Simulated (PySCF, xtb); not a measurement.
C₃H₁₁ClSi₂, SMILES C([SiH3])[Si](Cl)(C)C.

GFN2-xTB in xtb at its own geometry gives an orbital gap of 5.72 eV and a dipole moment of 2.45 D.

Coordinates come from a PBE0-D3(BJ)/def2-SVP optimisation. The structure was generated by enumeration, and PubChem lists no compound with its InChIKey, so it may never have been made. Other conformers were not sampled.

Q: What does PBE/def2-TZVP (PySCF) give? (Estimate from the structure and the level; the computed values follow.)

A: gap 6.77 eV (levels -7.05 and -0.28 eV), dipole 2.49 D.
